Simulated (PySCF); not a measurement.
## Unknown compound

An unknown has the formula C₂H₁₂OSi₄. Its calculated NMR data are:

¹H NMR (400 MHz, computed): δ 12.43 (t, 1H), 4.40 (d, 2H), 3.74 (s, 6H), 0.27 (s, 3H).

¹³C{¹H} NMR (computed): δ 253.8, -6.8.

PySCF 2.14.0 with density-fitted response routines calculation with structure optimised with GFN2-xTB and NMR shieldings at PBE0/pcSseg-1/GIAO; non-relativistic Hamiltonian, a single conformation, no solvent, rapidly exchanging positions averaged.

Referencing at the same level of theory: TMS for ¹H, ¹³C.

Propose a structure and justify it.

Results:


Rings plus π bonds: 1 (no ring in the answer). 2 carbon signals for 2 carbons: no two carbons are equivalent. Carbon types of the structure: 1 × CH, 1 × CH3, leaving 8 H on heteroatoms. δC 253.8: carbonyl carbon. δC -6.8: methyl carbon bonded to Si; an electropositive neighbour leaves it electron-rich and shielded. δH 12.43: hydrogen on a carbonyl carbon. δH 4.40: hydrogen on a silicon bonded to C, Si. δH 3.74: hydrogen on a silicon bonded to Si. δH 0.27: hydrogen on a methyl carbon bonded to Si; an electropositive neighbour shields it, as in TMS itself.

These data were computed for `C[Si]([SiH3])([SiH3])[SiH2]C=O`.

The shifts were computed for this structure.

Shifts are as computed. Against solution values, carbons near 30 ppm lie about +3 ppm off and those near 130 ppm about +5 ppm. Of 1309 compounds with measured shifts, 239 miss one by over three times the rms of a fit or turn the order of signals round; such compounds aren't used in these exercises. Multiplicities follow the n + 1 count of equivalent neighbours, as no J values were calculated; m marks all less simple cases, F and P coupling included.
